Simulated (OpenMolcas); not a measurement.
What dynamic correlation does to the levels of Si

```
Program             : OpenMolcas
Basis               : ANO-R3 [6s5p4d2f1g]
Scalar Hamiltonian  : X2C, finite nucleus
Active space        : 2 electrons in 3 orbitals (3p)
State averaging     : 2S+1 = 3 even, 3 roots; 2S+1 = 1 even, 6 roots
Spin-orbit coupling : RASSI with atomic mean-field integrals over the reference wave functions, term energies averaged over their components
```

Methods on the same reference wave functions:
A. CASSCF
B. SS-CASPT2, IPEA 0.25 Eh, imaginary shift 0.1 Eh (closed shells correlated: 2s 2p 3s)

Energies in cm⁻¹ above 3s² 3p² ³P₀, the measured ground level; measured values from NIST Handbook of Basic Atomic Spectroscopic Data.

| Level | A | B | Measured |
| --- | --- | --- | --- |
| 3s² 3p² ³P₀ | 0.0 | 0.0 | 0.0 |
| 3s² 3p² ³P₁ | 66.1 | 66.7 | 77.1 |
| 3s² 3p² ³P₂ | 194 | 195 | 223 |
| 3s² 3p² ¹D₂ | 8784 | 6270 | 6299 |
| 3s² 3p² ¹S₀ | 21494 | 15450 | 15394 |

Deviations, from unrounded energies. A percentage is the sum of absolute deviations over the sum of measured energies, with the sign that they share, or ± where signs differ.

| Against measurement | Levels | A | B |
| --- | --- | --- | --- |
| mean absolute deviation (cm-1) | 4 | 2200 | 31 |
| fine structure of the ground term (%) | 2 | -13.2 | -13.0 |
| other terms of the ground configuration (%) | 2 | +39.6 | ±0.4 |

B lies closest to measurement on these levels. The largest miss of B in the table is 3s² 3p² ¹S₀, by +56 cm-1. The ranking rests on the paired levels alone, and a cruder setting can come out closer through cancelling errors.

From A to B the spin-free energies of the other terms of 3s² 3p² shown, above ³P, scale by factors of 0.71 to 0.72.

The lowest spin-free term lies below A's lowest term by 0.339 hartree in B.

CASPT2 breaks the degeneracy within a term, and the mean is taken; among the terms shown or strongly mixed into the levels shown the widest spread is 100 cm-1 (3s² 3p² ¹D, B). With the s shell closed, the reference lacks s² → p² mixing. Without dynamic correlation excited terms often stand tens of per cent too high (terms of higher spin than the ground term too low), and those without a measured partner can miss by more than the paired ones (holds for A). Computed and measured levels are paired by configuration, term and J; levels that our copy of the source lacks, or whose pairing is in doubt (as where it misses far off the trend of its configuration), stay unpaired and out of the deviations. Levels of configurations outside the active space are missing.
